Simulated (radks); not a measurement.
Q: These are the eigenvalues of the occupied orbitals of an atom or ion with whole-number occupations (Ry). Calculated with a radial shooting solver on a logarithmic mesh with Libxc functionals: Dirac Kohn-Sham, relativistic LDA (MacDonald-Vosko exchange, VWN5 correlation), spin-unpolarised, spherical densities, finite nucleus; Fermi nuclear charge, rms radius of each element as measured or else 0.836 A^(1/3) + 0.57 fm.

orbital  eigenvalue
1s1/2     -1784.837
2s1/2     -277.6089
2p1/2     -259.3169
2p3/2     -247.6977
3s1/2     -65.43341
3p1/2     -58.16745
3p3/2     -56.11225
3d3/2     -43.18824
3d5/2     -42.77254
4s1/2     -23.21180
4p1/2     -20.69848
4p3/2     -20.24471

Which element is it, and in what charge state? The configuration may be excited.

A: Z = 46, palladium, charge +12: Pd12+ in [Ar] 3d10 4s1 4p(1/2: 2, 3/2: 3). The list shows which subshells hold electrons but not how many an open one holds; the 1s level, -892.42 hartree, gives Z - s = 42.2 by -(Z - s)^2/2, which with screening and relativity narrows Z to a few neighbours, and the depths of the outer levels then fix element, charge and occupations together.
